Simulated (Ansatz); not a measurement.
Results of the Gaussian-basis code of Ansatz.

A structure relaxed at PBE0-D4/def2-TZVP, charge 0, multiplicity 1:

Cartesian coordinates in Å:
```
C 1.468 1.873 -0.002
O 0.453 1.255 0.753
Sn -0.359 -0.417 0.140
N -1.033 -1.216 1.866
N 1.050 -1.600 -0.654
N -1.633 0.079 -1.346
H 1.914 2.665 0.607
H 1.076 2.333 -0.919
H 2.264 1.173 -0.286
H -2.016 -1.455 1.847
H -0.885 -0.577 2.639
H 1.173 -2.481 -0.176
H 0.971 -1.761 -1.648
H -2.170 -0.692 -1.720
H -2.273 0.823 -1.102
```

(1) Give its formula and SMILES.

(2) Point group (tolerance 0.08 Å, 0.16 Å for H)?

(3) Summarise the bond lengths by kind.

## Answers

(1) CH9N3OSn, `C[O][Sn]([NH2])([NH2])[NH2]`.

(2) C1.

(3) 1 × C–O 1.407 Å; 3 × C–H 1.094 to 1.098 Å; 1 × O–Sn 1.957 Å; 3 × N–Sn 2.004 to 2.020 Å; 6 × H–N 1.010 to 1.013 Å.
